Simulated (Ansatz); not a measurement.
One change: `B/C=C/CO` becomes `OC/C=C/Cl`.

Ansatz, PBE0-D4/def2-TZVP geometries, multiplicity 1. Each molecule was computed in one conformer, which needn't be the lowest.

| property | `B/C=C/CO` |
| --- | --- |
| size of the dipole moment (PBE/def2-TZVPP) / D | 1.22 |
| size of the dipole moment (B3LYP/def2-TZVPP) / D | 1.08 |
| LUMO energy (B3LYP/def2-TZVPP) / eV | -2.31 |
| HOMO energy (PBE/def2-TZVPP) / eV | -6.65 |
| HOMO–LUMO gap (B3LYP/def2-TZVPP) / eV | 5.57 |
| HOMO–LUMO gap (PBE/def2-TZVPP) / eV | 3.58 |

**Question.** What does the change do to each property? (An estimate is asked.)

**Answer.** Computed: 
```csv
property,`OC/C=C/Cl`,shift
size of the dipole moment (PBE/def2-TZVPP) / D,1.01,-0.21
size of the dipole moment (B3LYP/def2-TZVPP) / D,1.07,-0.01
LUMO energy (B3LYP/def2-TZVPP) / eV,-0.66,1.65
HOMO energy (PBE/def2-TZVPP) / eV,-6.23,0.42
HOMO–LUMO gap (B3LYP/def2-TZVPP) / eV,6.60,1.03
HOMO–LUMO gap (PBE/def2-TZVPP) / eV,4.82,1.24
```

With PBE0 the HOMO rises by 0.63 eV and the LUMO rises by 1.69 eV, so the gap widens by about 1.06 eV. PBE moves the HOMO by 0.42 eV and ωB97M-V by 0.71 eV. Dipoles are sizes alone; their direction can turn.

B3LYP here is the variant with VWN-RPA as its local correlation; programs differ in this.
